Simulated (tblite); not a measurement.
Method: GFN2-xTB as coded in tblite; computed harmonic values from a numerical Hessian at the method's own geometry, unscaled. This tight-binding method is rough: wavenumbers can miss measured ones by several per cent, in bad cases by 10 to 20. One conformer each. Open shells enter through the occupations alone, without spin polarisation, and single modes of such species can be off by tens of per cent. Thermal functions are those of the rigid rotor and harmonic oscillator, without mixing of conformers.

Task: Order these by their zero-point energy, highest first (kcal/mol).
A. `C(=N/[O])/C` [radical]
B. `C=C/C=C\C[CH]SC` [radical]
C. `[CH2]SC[C@@H]1C[C@@H]2C[C@H]12` [radical]
D. `O=S(=O)(O)c1c[c]cnn1` [radical]
E. `C#C[C@H]1C=CC[N]1` [radical]
F. `F/C=C/CF`

Result: C (98.8), B (96.7), E (60.7), D (46.1), F (39.4), A (37.2).

```tsv
SMILES	atoms	mass (u)	symmetry number	modes under 300 cm⁻¹	ZPE (kcal/mol)	S translation (cal/(mol K))	S rotation	S vibration	S spin	S	Cp
[CH2]SC[C@@H]1C[C@@H]2C[C@H]12	19	127.06	1	6	98.8	40.5	28.8	23.4	1.4	94.1	34.7
C=C/C=C\C[CH]SC	19	127.06	1	8	96.7	40.5	29.4	32.9	1.4	104.1	38.6
C#C[C@H]1C=CC[N]1	13	92.05	1	3	60.7	39.5	27.0	13.8	1.4	81.6	26.5
O=S(=O)(O)c1c[c]cnn1	13	158.99	1	6	46.1	41.1	29.5	25.7	1.4	97.7	35.0
F/C=C/CF	9	78.03	1	3	39.4	39.0	25.6	9.3	0.0	73.9	19.4
C/C=N\[O]	8	58.03	1	2	37.2	38.1	23.7	7.2	1.4	70.4	16.7
```

Entropies and Cp are for 298.15 K and 1 bar.
